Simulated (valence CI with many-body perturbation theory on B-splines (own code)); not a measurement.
## Forbidden lines of Tm XXXI

Method: configuration interaction combined with many-body perturbation theory (CI+MBPT): three valence electrons over a frozen Dirac-Fock core [Kr], radial functions for each j: 9 s, 9 p, 10 d, 8 f, 5 g, 3 h, 1 i, with the one-electron correlation potential Σ1, the two-electron term Σ2, the three-electron term Σ3, Breit, model QED; selected CI, second order for the rest (own B-spline code, finite nucleus).

The last digits are not significant, and no measured levels were compared; by estimate large intervals hold to a few tenths of a per cent, small ones and those within an open d or f shell to about a per cent. Only levels of the ground parity were solved; by the run's estimate the other parity begins above the list, which can be wrong where configurations are misplaced.

Lines 51 to 62 of 62 in falling wavelength, among levels below 46.459 eV, chosen from the decays that carry over 1 % of a level's rate. Wavelengths and rates use the calculated energies. Weak lines are less certain than strong ones. Lines between different terms over intervals too small for the method are left out, as are lines whose strength nearly cancels. The highest levels of a list are the least certain.

Levels are named by their leading jj configuration (3d3/2^4 stands for four electrons in 3d with j = 3/2), which in mixed levels can hold well under half, so a name can repeat and another be missing. Letters in brackets count levels of one name in rising energy.

| λ vac (Å) | Upper | Lower | Type | A (s⁻¹) | Branch % |
| --- | --- | --- | --- | --- | --- |
| 603.1 | (4d3/2 4d5/2^2) J=7/2 [b] | (4d3/2^2 4d5/2) J=5/2 [a] | M1 | 9.03e+02 | 9.5 |
| 556.4 | (4d5/2^3) J=5/2 | (4d3/2 4d5/2^2) J=7/2 [a] | M1 | 8.29e+03 | 15.1 |
| 527.8 | (4d3/2 4d5/2^2) J=3/2 [b] | (4d3/2^2 4d5/2) J=3/2 | M1 | 3.06e+03 | 11.5 |
| 526.9 | (4d5/2^3) J=9/2 | (4d3/2^2 4d5/2) J=7/2 | M1 | 3.52e+02 | 1.0 |
| 500.2 | (4d5/2^3) J=5/2 | (4d3/2^2 4d5/2) J=5/2 [b] | M1 | 2.20e+03 | 4.0 |
| 490.2 | (4d3/2 4d5/2^2) J=3/2 [a] | (4d3/2^3) J=3/2 | M1 | 7.25e+02 | 2.0 |
| 480.3 | (4d3/2 4d5/2^2) J=3/2 [b] | (4d3/2^2 4d5/2) J=5/2 [a] | M1 | 5.84e+03 | 21.8 |
| 472.7 | (4d3/2 4d5/2^2) J=1/2 | (4d3/2^3) J=3/2 | M1 | 2.42e+02 | 1.1 |
| 452.2 | (4d3/2 4d5/2^2) J=5/2 [a] | (4d3/2^3) J=3/2 | M1 | 4.95e+02 | 3.1 |
| 442.1 | (4d5/2^3) J=3/2 | (4d3/2^2 4d5/2) J=1/2 | M1 | 5.01e+02 | 1.4 |
| 423.9 | (4d3/2 4d5/2^2) J=5/2 [b] | (4d3/2^3) J=3/2 | M1 | 1.55e+02 | 1.3 |
| 417.7 | (4d5/2^3) J=3/2 | (4d3/2^2 4d5/2) J=3/2 | M1 | 5.81e+02 | 1.6 |
